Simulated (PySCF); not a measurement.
Job file and geometry (Å, from GFN2-xTB) of an NMR shielding run on `InChI=1S/C6H8BNS/c1-7(8-2)6-4-3-5-9-6/h2-5,7H,1H3/t7-/m0/s1`, GIAO PBE0/pcSseg-1 NMR shielding, non-relativistic, gas phase in PySCF 2.14.0, density-fitted response routines; density fitting, a coarse starting grid and PySCF grid level 2 are the driver's defaults:

```
$ OMP_NUM_THREADS=1 python probes_run.py task.json out

{"job": {"kind": "nmr", "xc": "PBE0", "basis": "pcSseg-1"}, "charge": 0, "multiplicity": 1}
C     -2.728256     0.082424     1.511452
N     -1.915617    -0.392010     0.856880
B     -0.873268    -0.907444    -0.020444
C     -1.420078    -0.676352    -1.550039
C      0.460878    -0.059089     0.272021
C      1.669847    -0.190781    -0.338459
C      2.659438     0.709256     0.123804
C      2.199323     1.532518     1.095517
S      0.544660     1.216796     1.457225
H     -3.475589     0.509980     2.117230
H     -0.742637    -2.059494     0.254325
H     -2.352226    -1.205781    -1.731978
H     -0.685758    -1.048754    -2.256991
H     -1.582372     0.376264    -1.767428
H      1.854007    -0.921004    -1.106925
H      3.666716     0.737461    -0.254689
H      2.713933     2.308040     1.627513
```

Problem. Write the output of this run.

Solution. 
```
coarse grid: 15248 points
cycle   1  E = -710.4547622351  dE =  1.575e+00  |g| = 6.235e-01  |ddm| = 3.935e+00
cycle   2  E = -710.0809061958  dE =  3.739e-01  |g| = 1.333e+00  |ddm| = 1.867e+00
cycle   3  E = -710.5680706597  dE = -4.872e-01  |g| = 1.641e-01  |ddm| = 1.284e+00
cycle   4  E = -710.5719224937  dE = -3.852e-03  |g| = 1.074e-01  |ddm| = 1.892e-01
cycle   5  E = -710.5744796588  dE = -2.557e-03  |g| = 2.893e-02  |ddm| = 1.235e-01
cycle   6  E = -710.5747144855  dE = -2.348e-04  |g| = 5.929e-03  |ddm| = 4.054e-02
cycle   7  E = -710.5747222882  dE = -7.803e-06  |g| = 2.401e-03  |ddm| = 7.570e-03
final grid: 144176 points
cycle   8  E = -710.6279296960  dE = -3.914e-05  |g| = 1.004e-02  |ddm| = 3.713e-02
cycle   9  E = -710.6279054302  dE =  2.427e-05  |g| = 1.407e-02  |ddm| = 2.089e-02
cycle  10  E = -710.6279533958  dE = -4.797e-05  |g| = 2.872e-03  |ddm| = 1.321e-02
cycle  11  E = -710.6279551826  dE = -1.787e-06  |g| = 6.920e-04  |ddm| = 1.942e-03
cycle  12  E = -710.6279552877  dE = -1.051e-07  |g| = 1.805e-04  |ddm| = 7.772e-04
cycle  13  E = -710.6279552944  dE = -6.708e-09  |g| = 8.756e-05  |ddm| = 2.449e-04
cycle  14  E = -710.6279552963  dE = -1.904e-09  |g| = 2.189e-05  |ddm| = 9.233e-05
cycle  15  E = -710.6279552964  dE = -1.182e-10  |g| = 4.530e-06  |ddm| = 2.281e-05
converged SCF energy = -710.6279552964

GIAO shielding tensors (ppm)
atom      isotropic    diamagn.    paramagn.     s11        s22        s33       span
  0 C       74.746     262.209    -187.463     -2.187      5.911    220.515    222.702
  1 N       22.990     325.993    -303.002   -153.350   -141.245    363.567    516.917
  2 B      130.641     183.013     -52.373    119.187    130.029    142.707     23.520
  3 C      172.880     248.111     -75.231    157.343    174.310    186.987     29.644
  4 C       25.354     261.687    -236.333    -55.777     -6.626    138.465    194.241
  5 C       54.909     250.247    -195.338    -33.737     50.108    148.355    182.092
  6 C       53.438     254.277    -200.839    -30.246     45.537    145.022    175.268
  7 C       58.172     263.076    -204.904    -28.211     56.994    145.733    173.944
  8 S      283.793    1059.351    -775.558    129.237    335.904    386.237    257.000
  9 H       27.368      29.213      -1.846     22.682     23.586     35.835     13.152
 10 H       28.362      27.937       0.425     25.525     28.386     31.176      5.652
 11 H       31.357      28.609       2.748     27.137     28.550     38.385     11.248
 12 H       31.064      30.502       0.562     25.978     29.552     37.663     11.685
 13 H       31.502      30.904       0.598     28.313     30.582     35.611      7.298
 14 H       24.677      32.712      -8.035     20.966     24.273     28.794      7.829
 15 H       24.512      30.412      -5.899     21.402     24.584     27.551      6.149
 16 H       24.808      31.427      -6.619     21.800     24.369     28.255      6.455
```

Size and cost of the density-fitted run: 200 basis functions, 87 s wall time on 1 thread of an Arm Neoverse N1, shared host; peak memory 0.92 GiB.
